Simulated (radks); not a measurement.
Neutral titanium inside a hard spherical wall (all orbitals vanish at R), configuration held at [Ar] 3d2 4s2 and not refilled when levels cross. Calculated with a radial shooting solver on a logarithmic mesh with Libxc functionals: non-relativistic Kohn-Sham, PBE, spin-polarised, spherical densities, point nucleus; open shells are filled with parallel spins first. Eigenvalues in eV for spin up, with the zero of energy where the potential of the charges vanishes at infinity; a dash marks a level that is unbound or too diffuse for the functional's potential to be trusted. A positive occupied level is held by the wall or, in an anion where self-interaction has pushed it up, behind a barrier. The pressure on the wall is -dE/dV.

| R (bohr) | E (hartree) | kinetic (hartree) | e(3s) | e(3p) | e(3d) | e(4s) | e(4p, empty) | e(5s, empty) | pressure (GPa) |
|---|---|---|---|---|---|---|---|---|---|
| free | -849.10904 | 848.337 | -62.432 | -39.414 | -4.984 | -4.619 | -1.575 | - | 0 |
| 20 | -849.10904 | 848.337 | -62.432 | -39.414 | -4.984 | -4.619 | -1.575 | - | < 0.0001 |
| 10 | -849.10801 | 848.346 | -62.351 | -39.333 | -4.908 | -4.557 | -1.414 | 1.947 | 0.0257 |
| 8 | -849.10067 | 848.396 | -62.018 | -39.001 | -4.597 | -4.282 | -0.909 | 4.785 | 0.316 |
| 7 | -849.08566 | 848.477 | -61.551 | -38.537 | -4.167 | -3.857 | -0.222 | 7.854 | 1.14 |
| 4 | -848.53825 | 850.423 | -55.130 | -32.260 | 1.949 | 5.603 | 12.387 | 49.034 | 98.1 |
| 3.5 | -848.05820 | 851.938 | -51.963 | -29.179 | 5.283 | 12.589 | 20.878 | 72.927 | 256 |
| 3 | -847.04725 | 855.094 | -46.929 | -24.199 | 10.982 | 26.124 | 36.516 | 113.94 | 769 |
| 1.5 | -814.86197 | 941.321 | 38.172 | 65.645 | 106.89 | 318.08 | 327.81 | 754.70 | 88400 |
